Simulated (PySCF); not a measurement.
# A search over the determinants of RhBr

Unrestricted PBE0; Rh def2-TZVPP with ECP28, Br def2-TZVPP; scalar-relativistic core potentials (PySCF 2.14). Outer shells of the fragments: Rh 4d8 5s1; Br 3d10 4s2 4p5.

Followed along the bond (rough minima from three points):

```json
{"2Ms+1": "3", "unpaired": "σ ↑, δ ↑", "⟨S²⟩ at the start": "2.01", "R at minimum (Å)": "2.39", "Te (eV)": "0.00"}
{"2Ms+1": "3", "unpaired": "π ↑, δ ↑", "⟨S²⟩ at the start": "2.01", "R at minimum (Å)": "2.37", "Te (eV)": "0.04"}
{"2Ms+1": "3", "unpaired": "π ↑↑", "⟨S²⟩ at the start": "2.01", "R at minimum (Å)": "2.35", "Te (eV)": "0.23"}
{"2Ms+1": "1", "unpaired": "σ ↑, π ↓", "⟨S²⟩ at the start": "1.01", "R at minimum (Å)": "2.35", "Te (eV)": "0.42"}
{"2Ms+1": "1", "unpaired": "σ ↓, δ ↑", "⟨S²⟩ at the start": "1.00", "R at minimum (Å)": "2.38", "Te (eV)": "0.62"}
{"2Ms+1": "1", "unpaired": "π ↑↓", "⟨S²⟩ at the start": "1.02", "R at minimum (Å)": "2.34", "Te (eV)": "0.63"}
```

Solutions found at the starting distance of 2.290 Å, counted from the lowest of them; the search is not exhaustive and high or unbound solutions are not listed, so other states can lie among these:

| 2Ms+1 | unpaired | term | E (eV) | ⟨S²⟩ | ⟨Lz²⟩ | μ (D) |
| --- | --- | --- | --- | --- | --- | --- |
| 3 | σ ↑, δ ↑ | ³Δ | 0.00 | 2.01 | 4.01 | -4.62 |
| 3 | π ↑, δ ↑ | mixed | 0.03 | 2.01 | 3.25 | -4.39 |
| 3 | π ↑↑ | ³Σ⁻ | 0.20 | 2.01 | 0.00 | -4.16 |
| 1 | σ ↑, π ↓ | mixed | 0.39 | 1.01 | 2.32 | -4.13 |
| 1 | π ↑↓ | mixed | 0.59 | 1.02 | 2.04 | -3.95 |
| 1 | σ ↓, δ ↑ | mixed | 0.62 | 1.00 | 4.01 | -4.57 |

A term symbol is given only where ⟨S²⟩ and ⟨Lz²⟩ are close to those of a pure state; real π, δ and φ orbitals otherwise mix terms. A positive dipole means Rh(−)Br(+).

Spin–orbit coupling is left out. With d or f electrons several states lie close, and the lowest PBE0 determinant need not be the measured ground state.
